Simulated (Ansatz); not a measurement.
`CCC(CC(CC(C)c1ccc(Cl)cc1)c1ccc(Cl)cc1)c1ccc(Cl)cc1` with charge -1. The state is a doublet with charge -1. Geometry r2SCAN-D4/def2-SVP.

```xyz
56

C     3.277   -1.484    0.562
C     2.015   -0.635    0.459
C     1.181   -0.930   -0.800
C    -0.082   -0.054   -0.869
C    -1.062   -0.223    0.303
C    -2.318    0.648    0.116
C    -2.064    2.167    0.096
C    -3.396    2.923   -0.006
C    -1.254    2.629    1.292
C    -0.047    3.306    1.112
C     0.731    3.749    2.209
C     0.254    3.477    3.501
Cl    1.204    4.013    4.884
C    -0.940    2.801    3.721
C    -1.705    2.373    2.611
C    -1.457   -1.666    0.545
C    -1.980   -2.460   -0.495
C    -2.389   -3.792   -0.250
C    -2.267   -4.304    1.039
Cl   -2.780   -5.960    1.352
C    -1.750   -3.547    2.095
C    -1.344   -2.217    1.825
C     1.989   -0.787   -2.076
C     2.140   -1.874   -2.944
C     2.878   -1.759   -4.147
C     3.460   -0.526   -4.450
Cl    4.384   -0.363   -5.941
C     3.334    0.578   -3.609
C     2.590    0.440   -2.415
H     3.029   -2.559    0.541
H     3.819   -1.282    1.500
H     3.963   -1.288   -0.278
H     2.274    0.440    0.484
H     1.384   -0.813    1.345
H     0.852   -1.984   -0.740
H     0.227    1.004   -0.921
H    -0.604   -0.266   -1.820
H    -0.568    0.138    1.222
H    -3.023    0.414    0.934
H    -2.832    0.356   -0.820
H    -1.477    2.408   -0.808
H    -3.229    4.010   -0.075
H    -4.020    2.736    0.884
H    -3.967    2.600   -0.893
H     0.310    3.498    0.093
H     1.673    4.281    2.066
H    -1.272    2.606    4.743
H    -2.643    1.837    2.781
H    -2.069   -2.052   -1.507
H    -2.794   -4.417   -1.050
H    -1.665   -3.979    3.094
H    -0.939   -1.602    2.637
H     1.677   -2.833   -2.686
H     2.998   -2.606   -4.826
H     3.807    1.526   -3.876
H     2.488    1.302   -1.748
```

Single mean-field runs in def2-SVP are fitted with def2-universal-jkfit. At PBE-D4/def2-SVP, PBE0-D4/def2-SVP the highest occupied level of the relaxed charge -1 doublet lies above zero (up to 1.51 eV). Energy differences disagree on whether the electron is bound (positive means bound): 0.05 eV (each at its own geometry, against the charge 0 singlet, at PBE-D4/def2-SVP), but -0.38 eV at PBE0-D4/def2-SVP. At PBE-D4/def2-SVP the gap within one spin of the relaxed charge -1 doublet nearly closes, so an electron or hole may be smeared out by delocalisation error.

**Question.** Estimate the α-spin orbital energies around the gap (eV) in Ansatz with PBE-D4/def2-SVP, PBE0-D4/def2-SVP.

**Answer.** 
```csv
orbital,PBE-D4/def2-SVP,PBE0-D4/def2-SVP
HOMO−5,-3.38,-4.54
HOMO−4,-3.37,-4.46
HOMO−3,-2.96,-4.14
HOMO−2,-2.88,-4.01
HOMO−1,-2.78,-3.86
HOMO,1.51,1.39
LUMO,1.50,1.90
LUMO+1,1.56,2.02
LUMO+2,1.80,2.56
LUMO+3,1.85,2.71
LUMO+4,1.91,2.82
LUMO+5,2.75,3.70
β HOMO,-2.69,-3.66
β LUMO,1.75,2.49
```
